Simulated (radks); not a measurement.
Values are calculated unless marked as measured or tabulated.
Neutral silicon inside a hard spherical wall (all orbitals vanish at R), configuration held at [Ne] 3s2 3p2 and not refilled when levels cross. Code: a radial shooting solver on a logarithmic mesh with Libxc functionals. Model: scalar-relativistic Kohn-Sham, LDA (Slater exchange, VWN5 correlation), spin-unpolarised, spherical densities, point nucleus. Eigenvalues in eV, with the zero of energy where the potential of the charges vanishes at infinity; a dash marks a level that is unbound or too diffuse for the functional's potential to be trusted. A positive occupied level is held by the wall or, in an anion where self-interaction has pushed it up, behind a barrier. The pressure on the wall is -dE/dV.

R (bohr)  E (hartree)  kinetic (hartree)    e(2s)    e(2p)    e(3s)   e(3p)  e(4s, empty)  e(4p, empty)  pressure (GPa)
free       -288.82625            289.251  -138.75  -95.616  -10.880  -4.162        -0.378             -               0
10         -288.82591            289.254  -138.71  -95.576  -10.849  -4.132         0.405         2.139         0.00864
8          -288.82321            289.274  -138.51  -95.375  -10.707  -3.977         1.751         4.301           0.123
7          -288.81698            289.313  -138.18  -95.047  -10.482  -3.717         3.343         6.557           0.499
6          -288.79712            289.423  -137.42  -94.281   -9.971  -3.091         6.478        10.618            2.21
5          -288.72958            289.744  -135.62  -92.470   -8.736  -1.531        13.146        18.552            11.2
4          -288.47917            290.731  -131.36  -88.174   -5.428   2.631        28.851        35.874            67.4
3          -287.42774            294.024  -121.36  -78.074    5.147  15.271        71.916        80.255             538
2.5        -285.80445            298.394  -111.93  -68.473   19.469  31.353        122.81        130.27            1830
1.5        -268.94912            337.472  -64.301  -18.159   152.53  162.33        490.43        466.26           47300
